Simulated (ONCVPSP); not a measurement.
What one change does to a pseudopotential (europium, ONCV)

```json
{"Element": "europium", "Generator": "ONCVPSP 4.0.1", "Type": "optimised norm-conserving Vanderbilt (ONCV)", "Functional": "PBE", "Relativity": "fully relativistic", "Frozen core": "[Kr] 4d10 4f6", "Valence charge": "11", "Reference configuration": "5s2 5p6 5d1 6s2", "Partial waves": "5s+6s: rc 2.45 bohr, ncon 3, nbas 6, qcut 5.6 1/bohr, 3 projectors, debl 2.5 Ha; 5p: rc 2.45 bohr, ncon 4, nbas 9, qcut 7.1 1/bohr, 2 projectors, debl 0.4 Ha; 5d: rc 3.10 bohr, ncon 4, nbas 9, qcut 4 1/bohr, 1 projector", "Local potential": "polynomial inside 2.15 bohr (lpopt 3, dvloc0 1 Ha)", "Core correction": "polynomial model core, fcfact 0.2"}
```

Open shells are filled in proportion to 2j + 1.

In the p channel the program set the typed energies aside and used -0.934, 0.250 Ha (j = l + 1/2; the other j can differ).

Change: s: rc 3.5.

Cutoffs: the cutoffs (Ha) at which the residual kinetic energy of the hardest occupied pseudo-wave falls to 1 and 0.1 mHa per electron; they do not see the model core or the augmentation charge, which bear on the density cutoff. Errors are all-electron minus pseudo energies relative to the spin-unpolarised reference configuration.

Q: What does the change do?

A: The potential gets neither clearly harder nor softer (11 Ha and 15 Ha → 11 Ha and 15 Ha); the p channel sets the loose cutoff, while the largest relative change is in s, which becomes softer; of the 3 tests that both files solve, the error grows in 3 and shrinks in 0 by more than 15 % and 0.3 meV (median size 23.8 → 29.1 meV); neither file shows a bound ghost. More of the atom is replaced by a form fitted at one configuration, so other configurations suffer.

```tsv
quantity	base	changed
cutoff, loose	11 Ha	11 Ha
cutoff, tight	15 Ha	15 Ha
loose cutoff by channel	s 9.4 Ha, p 11 Ha, d 6.3 Ha	s 4.4 Ha, p 11 Ha, d 6.3 Ha
bound ghosts	none	none
GHOST(+) flags under 300 eV	none	none
tests counted as reliable (solved cleanly; for ONCVPSP, near-neutral configurations with less than one 5d electron left out)	3 of 4	3 of 4
error for 5s2 5p6 5d1 6s1, meV [ΔE 6.55 eV]	-3.1	-3.8
error for 5s2 5p6 5d1 6s0, meV [ΔE 18.48 eV]	-24	-29
error for 5s1 5p6 5d1 6s2, meV [ΔE 53.68 eV]	-517	-852
p3/2: phases at 2.49 bohr within 0.05 rad from the reference energy up to (Ha; the scan ends near 5)	to the end of the scan	to the end of the scan
p1/2: phases at 2.49 bohr within 0.05 rad from the reference energy up to (Ha; the scan ends near 5)	5.0	5.0
d5/2: phases at 3.15 bohr within 0.05 rad from the reference energy up to (Ha; the scan ends near 5)	0.7	0.7
d3/2: phases at 3.15 bohr within 0.05 rad from the reference energy up to (Ha; the scan ends near 5)	0.7	0.7
rms error of d²Exc/dni dnj with the model core, mHa	2.60	3.03
```
